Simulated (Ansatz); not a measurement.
`B[N]1[AlH][CH]1O` at its PBE0-D4/def2-TZVP geometry, where that method's forces vanish. The species carries charge 0 and has multiplicity 1.

```xyz
10

B     0.1896    1.5346    0.5214
N     0.1607    0.4385   -0.3364
Al    0.1308   -0.5993   -1.7652
C     0.1381   -1.0165    0.1029
O    -1.0475   -1.4212    0.7131
H     0.2120    2.6469    0.0714
H     0.1969    1.3615    1.7153
H     0.0679   -0.6191   -3.3342
H     1.0192   -1.2597    0.7021
H    -1.0678   -1.0657    1.6095
```

(1) What forces (eV/Å) does ωB97M-V/def2-TZVPP give on these atoms in Ansatz 0.2.0? (An estimate is asked.)

Answers

(1) Computed: 
```
B1   0.003  0.155  0.114
N2  -0.004  0.085 -0.078
Al3 -0.026  0.008 -0.144
C4   0.373 -0.102 -0.143
O5  -0.249 -0.024  0.217
H6  -0.004 -0.130  0.056
H7  -0.002  0.005 -0.126
H8   0.013 -0.011  0.209
H9  -0.095  0.041 -0.036
H10 -0.010 -0.028 -0.068
```
